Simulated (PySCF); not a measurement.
Ligands exchanged one at a time, Sn H-F. All species are isolated molecules in the gas phase. Strings in code marks are SMILES.

The HOMO–LUMO gap from two functionals at the same geometries (PBE0-D4/def2-TZVP), both in PySCF: PBE-D3(BJ)/def2-TZVP and B3LYP-D3(BJ)/def2-TZVP. B3LYP has the VWN-RPA correlation part, as in Gaussian. 

```
species                                          PBE-D3(BJ)/def2-TZVP (eV)
-----------------------------------------------  -------------------------
0 of 4 H replaced by F (`[SnH4]`)                                     7.64
1 of 4 H replaced by F (`[F][SnH3]`)                                  6.28
4 of 4 H replaced by F (`[F][Sn]([F])([F])[F]`)                       5.64
```

What does B3LYP-D3(BJ)/def2-TZVP give for each?


- 0 of 4 H replaced by F (`[SnH4]`): 9.28
- 1 of 4 H replaced by F (`[F][SnH3]`): 8.08
- 4 of 4 H replaced by F (`[F][Sn]([F])([F])[F]`): 8.09
Over these rows, drawn at random from the members with no instability flagged (it was tested for open shells, ions and some series alone), PBE minus B3LYP-D3(BJ): mean -1.96 eV, from -2.45 eV to -1.64 eV.
